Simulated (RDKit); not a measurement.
Job for RDKit: UFF on GeH5NTe (SMILES N[Te][GeH3]), a point of a torsion scan.

```python
from rdkit import Chem
from rdkit.Chem import AllChem, rdDetermineBonds

blocks = [
'''8

N     2.10623942   -0.13283255    0.20834772
Te    0.61445820   -0.14517859    1.62751846
Ge   -1.33819609    0.03733059    0.04589184
H     2.07949858    0.72065284   -0.33565538
H     1.98841835   -0.89733973   -0.44537074
H    -1.15714731   -0.79618769   -1.19496190
H    -2.62423266   -0.40838448    0.66829982
H    -1.62339955    1.41453030   -0.49745492
''',
]
mol = None
for b in blocks:
    f = Chem.MolFromXYZBlock(b)
    rdDetermineBonds.DetermineBonds(f, charge=0)
    mol = f if mol is None else Chem.CombineMols(mol, f)
Chem.SanitizeMol(mol)
print(Chem.MolToSmiles(Chem.RemoveHs(mol)))
ff = AllChem.UFFGetMoleculeForceField(mol, vdwThresh=100.0, ignoreInterfragInteractions=False)
e = ff.CalcEnergy()
print(f'UFF energy {e:.6f} kcal/mol')
```

The log:

```
N[Te][GeH3]
UFF energy 5.006455 kcal/mol
```

The run finished.

Cost: very roughly 0.020 core-seconds.
